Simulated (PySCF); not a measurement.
A ladder for the ionisation energy of Ti(2+)

Ti(2+) [Ar] 3d2 (3F) → Ti(3+) [Ar] 3d1 (2D). Scalar values calculated with PySCF 2.14 in x2c-TZVPPall with one added diffuse shell each of s, p, d, f type (spin-free X2C; valence and next inner shell: [Ne] frozen; valence: [Ar] frozen). The spin-orbit shift comes from two-component X2C-1e calculations (generalised Hartree-Fock, GHF, and MP2 on its spinors, GMP2) in x2c-QZVPPall-2c: GMP2 gives 27.305 eV without and 27.298 eV with screened spin-orbit coupling, a shift of -0.006 eV (GHF: 0.000 eV). Sums use unrounded values; where a UHF row is shifted, it takes the GHF shift.

```csv
method,scalar (eV),plus spin-orbit shift (eV),error (eV)
UHF,26.589,26.588,-0.903
MP2 (valence and next inner shell),27.117,27.110,-0.381
SCS-MP2 (valence and next inner shell),27.027,27.021,-0.471
CCSD (valence and next inner shell),27.082,27.075,-0.416
CCSD(T) (valence and next inner shell),27.094,27.087,-0.404
LDA,28.004,27.997,0.506
PBE,27.926,27.920,0.428
PBE0,27.812,27.806,0.314
r2SCAN,27.899,27.893,0.401
wB97X,27.459,27.453,-0.039
TPSS,27.916,27.910,0.418
B97-3,27.625,27.619,0.127
MN15,27.201,27.195,-0.297
MP2 (valence),26.705,26.699,-0.793
SCS-MP2 (valence),26.627,26.621,-0.871
CCSD (valence),26.740,26.733,-0.758
CCSD(T) (valence),26.740,26.733,-0.758
CCSDT (valence),26.740,26.733,-0.758
FCI (valence),26.740,26.733,-0.758
```

Reference: 27.492 eV (measured; NIST Atomic Spectra Database, ionization energies).

The errors of the correlated levels include the incompleteness of the basis and the frozen core, so a lower level can come closer by cancellation.

A first-order Landé estimate from the scalar orbitals gives 0.003 eV instead; single two-component determinants are not pure J levels in LS coupling, so the shift is uncertain by about that difference.
